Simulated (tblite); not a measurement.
C7H6ClFO2S.
Atom-mapped SMILES: `[CH3:1][c:2]1[cH:3][cH:4][c:5]([S:6](=[O:7])(=[O:8])[Cl:9])[c:10]([F:11])[cH:12]1` (hydrogens: H13, H14, H15 on C1; H16 on C3; H17 on C4; H18 on C12)

Cartesian coordinates in Å at the GFN2-xTB level; atoms count from 1:
```
atom  x, y, z in Å
C1     2.952   -0.078    0.316
C2     1.471   -0.058    0.117
C3     0.733   -1.240    0.154
C4    -0.640   -1.221   -0.012
C5    -1.281   -0.017   -0.215
S6    -3.041    0.012   -0.424
O7    -3.539   -1.325   -0.381
O8    -3.434    0.863   -1.494
Cl9   -3.615    0.905    1.311
C10   -0.563    1.162   -0.240
F11   -1.206    2.320   -0.412
C12    0.811    1.151   -0.081
H13    3.385   -0.997   -0.070
H14    3.421    0.772   -0.170
H15    3.178   -0.024    1.381
H16    1.240   -2.179    0.313
H17   -1.235   -2.120    0.006
H18    1.355    2.082   -0.109
```

Method: GFN2-xTB as coded in tblite; computed harmonic values from a numerical Hessian at the method's own geometry, unscaled. Against measured fundamentals such values can be off by several per cent, at times by over 20. One conformer, not necessarily the lowest. The optimisation stopped once no atom felt more than 0.01 eV/Å.

Lowest wavenumbers of the output (negative numbers stand for imaginary wavenumbers):
```
mode    cm-1
  1     -26.9
  2      36.0
  3      59.6
  4     108.9
  5     147.6
  6     207.1
  7     239.6
  8     244.9
  9     281.6
 10     313.2
```

Question: Is this structure a minimum?

Answer: Not by this Hessian. 1 mode is imaginary beyond 20i (27i cm⁻¹), so at this level the point lies at or near a first-order saddle. The curvature is small, so loose convergence or finite differences may be the whole cause.

Question: Which atoms move in the imaginary mode?

Answer: 27i: H15 (methyl hydrogen) 37 %, H14 (methyl hydrogen) 31 %, H13 (methyl hydrogen) 30 %. These are shares of the mass-weighted motion.

Question: What is the remedy?

Answer: Step along that mode in both directions, optimise again with tighter thresholds and repeat the frequencies. The zero-point energy of this point (73.5 kcal/mol) counts the 47 real modes alone, and thermal corrections from it aren't those of a minimum.
